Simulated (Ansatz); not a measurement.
Cost and result for the atomization energy of C$_{2}$H$_{7}$NOSi (`CN[SiH2]C=O`) (12 atoms, 11 bonds).

```xyz
12

C     1.4089    0.3175   -1.0257
N    -0.0310    0.4865   -0.9773
Si   -1.0478   -0.4611    0.0059
C    -0.7722   -0.2226    1.8996
O     0.0314    0.5635    2.3397
H     1.8007    0.6060   -2.0050
H     1.6566   -0.7371   -0.8798
H     1.9355    0.8903   -0.2547
H    -0.3354    1.4194   -1.2056
H    -2.4670   -0.1116   -0.2710
H    -0.8066   -1.9103   -0.2423
H    -1.3732   -0.8407    2.6163
```

The species carries charge 0 and has multiplicity 1. The geometry is a stationary point of PBE0-D4/def2-TZVP. It is one conformer, not always the lowest. Program: Ansatz. All runs use 4 threads of an Arm Neoverse V2 on a shared host. Times are those of one run each, without the atoms' runs, and a repeat can differ threefold. Electronic energies, without spin–orbit coupling; frozen cores. CCSD(T)/CBS adds CCSD(T) − MP2 in def2-TZVPP to the MP2 limit, and its time is that of the two runs behind it. T1 = 0.013. B3LYP takes the VWN-RPA correlation (the form of Gaussian; ORCA's B3LYP/G).

CCSD(T)/CBS is a level of theory with its own doubt, some kJ/mol a heavy atom from the limit and from the frozen cores, so smaller differences don't rank the functionals.

```json
{"level": "PBE-D4/def2-TZVPP (with forces)", "functions": "264", "wall time": "2.2 s"}
{"level": "PBE0-D4/def2-TZVPP", "functions": "264", "wall time": "2.4 s"}
{"level": "B3LYP-D4/def2-TZVPP (with forces)", "functions": "264", "wall time": "3.9 s"}
{"level": "r2SCAN-D4/def2-TZVPP (with forces)", "functions": "264", "wall time": "4.1 s"}
{"level": "B2PLYP/def2-TZVPP", "functions": "264", "wall time": "5.5 s"}
{"level": "ωB97X-V/def2-TZVPP", "functions": "264", "wall time": "7 s"}
{"level": "ωB97M-V/def2-TZVPP (with forces)", "functions": "264", "wall time": "9.5 s"}
{"level": "MP2/def2-QZVPP", "functions": "508", "wall time": "24 s"}
{"level": "CCSD(T)/def2-TZVPP", "functions": "264", "wall time": "2.7 min"}
{"level": "CCSD(T)/CBS(def2)", "functions": "–", "wall time": "3.1 min"}
```

Problem. What atomization energy does each give, and how far from CCSD(T)/CBS? (Best estimate.)

Solution. The calculation gave: 
| level | atomization (kcal/mol) | difference from CCSD(T)/CBS | per bond |
| --- | --- | --- | --- |
| PBE-D4/def2-TZVPP (with forces) | 1083.2 | 22.6 | 2.1 |
| PBE0-D4/def2-TZVPP | 1059.9 | -0.7 | -0.1 |
| B3LYP-D4/def2-TZVPP (with forces) | 1063.8 | 3.2 | 0.3 |
| r2SCAN-D4/def2-TZVPP (with forces) | 1059.4 | -1.2 | -0.1 |
| B2PLYP/def2-TZVPP | 1050.6 | -10.0 | -0.9 |
| ωB97X-V/def2-TZVPP | 1065.7 | 5.1 | 0.5 |
| ωB97M-V/def2-TZVPP (with forces) | 1064.8 | 4.2 | 0.4 |
| MP2/def2-QZVPP | 1063.2 | 2.6 | 0.2 |
| CCSD(T)/def2-TZVPP | 1030.5 | -30.1 | -2.7 |
| CCSD(T)/CBS(def2) | 1060.6 | 0.0 | 0.0 |

From PBE to PBE0 (25 % exact exchange), in def2-TZVPP and without D4, the atomization energy moves by −22.5 kcal/mol: exact exchange takes away binding that semilocal exchange gives to molecules. In def2-TZVPP, CCSD(T) changes the Hartree–Fock value by +279.9 kcal/mol (the triples alone add +16.4 kcal/mol) and MP2 by +294.6 kcal/mol; breaking electron pairs costs correlation energy, which Hartree–Fock lacks. The D4 term adds +8.7 kcal/mol with B3LYP and +4.6 kcal/mol with PBE0; it sums over pairs of atoms, weighted by their polarisabilities, and B3LYP, whose exchange is more repulsive, gets the larger term.
